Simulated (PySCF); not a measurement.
## Ga (gallium, neutral): M06-2X calculation

Configuration: [Ar] 3d10 4s2 4p1, 2P determinant. All numbers are calculated (PySCF 2.14, a scalar-relativistic core potential, in cc-pVTZ-PP with ECP10MDF).

| Item | Value |
| --- | --- |
| Total energy | -259.5791 hartree |
| One-electron energy | -463.0204 hartree |
| Hartree (Coulomb) energy | 226.4266 hartree |
| Exchange-correlation energy | -22.9852 hartree |
| ⟨S²⟩ | 0.7548 |
| ⟨L²⟩ | 2.013 |
| Sum of ⟨r⟩ | 21.61 bohr |
| Sum of ⟨r²⟩ | 39.66 bohr² |
| Traceless quadrupole moment −½Σ⟨3z² − r²⟩ along its main axis | -5.21 e·bohr² |
| Time after the integrals | 1.2 s of wall time on 1 thread of Neoverse-N1 (shared host) |

```
shell  electrons  mean orbital energy (hartree)  spread (hartree)  rms radius, mean of both spins (bohr)
 3s α          1                       -5.92580                 0                                  0.703
 3s β          1                       -5.92464                 0                                  0.703
 3p α          3                       -4.05962           0.00520                                  0.741
 3p β          3                       -4.05846           0.00996                                  0.741
 3d α          5                       -0.97975           0.00796                                  0.897
 3d β          5                       -0.97943           0.01079                                  0.897
 4s α          1                       -0.39591                 0                                   2.65
 4s β          1                       -0.35066                 0                                   2.65
 4p α          1                       -0.16071                 0                                   3.65
```

Energies and moments cover only the electrons outside the core potential.
